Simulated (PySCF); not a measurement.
ClCs, SMILES [Cs][Cl] (connectivity only; charge and spin as stated), charge +1, multiplicity 2. Atoms are numbered in the order given.

```xyz
2

Cs     0.0000     0.0000    -0.9855
Cl     0.0000     0.0000     3.1885
```
Charge +1, spin multiplicity 2.

Geometry optimised at B3LYP-D3(BJ)/def2-TZVPD. The spin state was assumed, not searched. The def2 effective core potentials stand for the cores of Cs; spin–orbit coupling is left out.

The numbers are results of M06-2X/def2-TZVPD (PySCF), not measurements.

Mulliken values depend strongly on the basis, most of all with diffuse functions as here. ESP charges are fitted to the potential on shells at 1.4 to 2.0 van der Waals radii. Atomic charges (e):

```json
[
 {"atom": "Cs1", "Mulliken": "0.99", "ESP fit": "0.95", "Mulliken spin": "0.00"},
 {"atom": "Cl2", "Mulliken": "0.01", "ESP fit": "0.05", "Mulliken spin": "1.00"}
]
```
